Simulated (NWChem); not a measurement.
Molecule: C3H3N2, doublet; SMILES c1[nH]cn[c]1

In the optimisation the excess spin sits in a' (Cs, its own frame).

Q: Give the equilibrium geometry at PBE0/def2-SVP, spin-unrestricted (NWChem) as a Z-matrix, with the point group.

A: point group Cs; any orientation.
```
N
H 1 1.0127
C 1 1.3571 2 126.10
N 3 1.3185 1 110.98 2 180.00
C 4 1.3252 3 105.29 1 0.00
C 5 1.3709 4 113.04 3 0.00
H 6 1.0857 5 133.85 4 180.00
H 3 1.0900 4 126.25 5 180.00
```
